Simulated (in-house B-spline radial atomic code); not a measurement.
Configurations of neutral niobium, with energies counted from [Kr] 4d4 5s1. All numbers are computed (scalar-relativistic (X2C) SCAN, spin-polarised, spherical fractional occupations; Fermi nucleus of rms radius 4.324 fm) with a radial B-spline atomic code at the basis-set limit, not measured. Shells without spins written out take the highest spin.

Occupations are held fixed; configurations that lie above the ionisation limit could autoionise.

```json
{"configuration": "[Kr] 4d(2 up, 2 down) 5s(1 up, 0 down)", "E - E(ref) (eV)": "4.01", "highest orbital": "4d down", "its <r> (bohr)": "2.169"}
{"configuration": "[Kr] 4d4 6d1", "E - E(ref) (eV)": "6.4881", "highest orbital": "6d up", "its <r> (bohr)": "20.75"}
{"configuration": "[Kr] 4d4 5f1", "E - E(ref) (eV)": "6.7934", "highest orbital": "5f up", "its <r> (bohr)": "30.04"}
{"configuration": "[Kr] 4d3 5s1 6f1", "E - E(ref) (eV)": "7.5353", "highest orbital": "6f up", "its <r> (bohr)": "45.36"}
{"configuration": "[Ar] 3d10 4s2 4p5 4d4 5s1 6p1", "E - E(ref) (eV)": "36.349", "highest orbital": "6p up", "its <r> (bohr)": "11.29"}
{"configuration": "[Ar] 3d10 4s2 4p5 4d4 5s1 5f1", "E - E(ref) (eV)": "37.53", "highest orbital": "5f up", "its <r> (bohr)": "30.1"}
{"configuration": "[Ar] 3d9 4s2 4p6 4d4 5s1 5d1", "E - E(ref) (eV)": "210", "highest orbital": "5d up", "its <r> (bohr)": "10.26"}
```

Question: Order these further configurations by energy, lowest first.
A. [Ar] 3d9 4s2 4p6 4d4 5s1 5p1
B. [Kr] 4d(3 up, 0 down) 4f(0 up, 1 down) 5s(0 up, 1 down)
C. [Ar] 3d10 4s2 4p5 4d4 5s1 6d1
D. [Kr] 4d(1 up, 2 down) 5s(0 up, 1 down) 6f(0 up, 1 down)
E. [Kr] 4d4 6p1

Answer: E (5.7273 eV), B (8.6752 eV), D (9.9636 eV), C (37.198 eV), A (206.8 eV).

Question: How far above the reference does [Kr] 4d(0 up, 4 down) 5p(1 up, 0 down) lie?

Answer: 4.2611 eV; its least bound orbital is 5p up with <r> = 5.791 bohr.

Question: How far above the reference does [Kr] 4d3 5s1 6p1 lie?

Answer: 6.2017 eV; its least bound orbital is 6p up with <r> = 11.44 bohr.

Question: How far above the reference does [Kr] 4d(0 up, 4 down) 5s(1 up, 0 down) lie?

Answer: 1.7789 eV; its least bound orbital is 5s up with <r> = 4.094 bohr.
